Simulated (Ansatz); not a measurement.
`OCC=S` and `C[SiH2]CC=S` differ in one atom or group.

Ansatz, PBE0-D4/def2-TZVP geometries, multiplicity 1. Each molecule was computed in one conformer, which needn't be the lowest.

```tsv
property	`OCC=S`
HOMO energy (PBE0/def2-TZVPP) / eV	-7.14
HOMO energy (B3LYP/def2-TZVPP) / eV	-6.90
HOMO energy (PBE/def2-TZVPP) / eV	-5.89
HOMO–LUMO gap (B3LYP/def2-TZVPP) / eV	4.25
size of the dipole moment (PBE/def2-TZVPP) / D	1.97
ideal-gas entropy at 298 K and 1 bar (rigid rotor, harmonic PBE0-D4/def2-TZVP) / J/(mol·K)	291
```

(1) Give the same properties after the change, and the shifts. (Estimate.)

Results:

(1) Computed: 
| property | `C[SiH2]CC=S` | shift |
| --- | --- | --- |
| HOMO energy (PBE0/def2-TZVPP) / eV | -6.33 | 0.81 |
| HOMO energy (B3LYP/def2-TZVPP) / eV | -6.10 | 0.80 |
| HOMO energy (PBE/def2-TZVPP) / eV | -5.10 | 0.79 |
| HOMO–LUMO gap (B3LYP/def2-TZVPP) / eV | 3.90 | -0.35 |
| size of the dipole moment (PBE/def2-TZVPP) / D | 2.97 | 1.00 |
| ideal-gas entropy at 298 K and 1 bar (rigid rotor, harmonic PBE0-D4/def2-TZVP) / J/(mol·K) | 362 | 71 |

With PBE0 the HOMO rises by 0.81 eV and the LUMO rises by 0.44 eV, so the gap narrows by about 0.37 eV. PBE moves the HOMO by 0.79 eV and ωB97M-V by 0.78 eV. The zero-point energy changes by 103.6 kJ/mol with +15 modes. Dipoles are sizes alone; their direction can turn. Modes under 60 cm⁻¹, often nearly free rotors, make the harmonic entropy too high.

B3LYP here is the variant with VWN-RPA as its local correlation; programs differ in this.
